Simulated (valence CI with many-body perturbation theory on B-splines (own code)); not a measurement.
# Au XLIX: what the settings do

Calculated by valence CI with perturbative core correlation (CI+MBPT): three valence electrons over a frozen Dirac-Fock core [Ar] 3d10, a basis of 6 s, 6 p, 5 d, 3 f, 1 g functions for each j, with the one-electron correlation potential Σ1 (screened to all orders), the two-electron term Σ2, the three-electron term Σ3, Breit, model QED; selected single and double excitations, second order for the rest, scaled by the run's own slope (own B-spline code, finite nucleus).

No measured spectrum was set against this ion. As an estimate, large intervals hold to a few tenths of a per cent, small ones and those within an open d or f shell to about a per cent.

The reference run has the lowest level (4s^2 4p1/2) J=1/2 and an ionisation energy of 2708.94 eV. Its largest variational space holds 2752 state functions.

Levels are named by their leading jj configuration (3d3/2^4 stands for four electrons in 3d with j = 3/2), which in mixed levels can hold well under half, so a name can repeat and another be missing. Letters in brackets count levels of one name in rising energy.

| Level | Reference (cm⁻¹) | Shift (cm⁻¹) |
| --- | --- | --- |
| (4s 4p1/2^2) J=1/2 | 886438 | +25 |
| (4s^2 4p3/2) J=3/2 | 1123150 | +63 |
| (4s 4p1/2 4p3/2) J=3/2 [a] | 1889260 | -566 |
| (4s 4p1/2 4p3/2) J=5/2 | 1964920 | -29 |
| (4s 4p1/2 4p3/2) J=3/2 [b] | 2070240 | +430 |
| (4s 4p1/2 4p3/2) J=1/2 | 2089650 | +461 |
| (4s^2 4d3/2) J=3/2 | 2568020 | +1117 |
| (4s^2 4d5/2) J=5/2 | 2782080 | +701 |
| (4p1/2^2 4p3/2) J=3/2 | 2955490 | +170 |
| (4s 4p3/2^2) J=5/2 | 3075410 | +303 |
| (4s 4p3/2^2) J=1/2 | 3211790 | +916 |
| (4s 4p3/2^2) J=3/2 | 3242140 | +872 |

The ionisation energy moves by -0.08 eV.

Task: Which of these changes was made?
A. scale of Σ1 1 → 0
B. correlating orbitals by l 3 3 3 2 1 → 4 4 0 0 0
C. Davidson tolerance 2e-05 → 0.0003
D. scale of Σ1 1 → 0.9

Result: B. correlating orbitals by l 3 3 3 2 1 → 4 4 0 0 0.
